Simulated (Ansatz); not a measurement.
Wavefunction ladder for CH8GeOSi, SMILES `C[SiH2][O][GeH3]`

Cartesian coordinates in Å:
```
C -0.2376 -1.0073 1.9949
Si -0.7169 -0.0637 0.4683
O 0.6034 0.1067 -0.4863
Ge 0.8914 0.8720 -2.0602
H 0.1438 -1.9974 1.7353
H -1.1030 -1.1353 2.6509
H 0.5377 -0.4763 2.5518
H -1.2563 1.2791 0.8351
H -1.7914 -0.7869 -0.2741
H 2.3770 0.6456 -2.3627
H 0.5602 2.3698 -1.9456
H -0.0081 0.1939 -3.1076
```

Charge 0, multiplicity 1. Correlated methods include outer-core shells of Ge, which these sets cover unevenly. Scalar relativity is left out up to krypton. The structure was optimised at the PBE0-D4/def2-TZVP level. It is one conformer, not always the lowest. Frozen core, restricted reference, Ansatz 0.2.0.

| basis | HF (Eh) | MP2 corr. | CCSD corr. | (T) | CCSD(T) total |
| --- | --- | --- | --- | --- | --- |
| def2-SVP | -2481.31153 | -0.66492 | -0.71036 | ? | ? |
| def2-TZVPP | -2481.82646 | ? | ? | -0.02934 | ? |
| def2-QZVPP | ? | -1.10642 | – | – | – |

(1) Fill in the withheld values. (An estimate is asked.)

Answers

(1) Computed: def2-SVP (T): -0.01781; def2-SVP CCSD(T) total: -2482.03970; def2-TZVPP MP2 corr.: -0.80323; def2-TZVPP CCSD corr.: -0.84622; def2-TZVPP CCSD(T) total: -2482.70202; def2-QZVPP HF (Eh): -2481.88440.
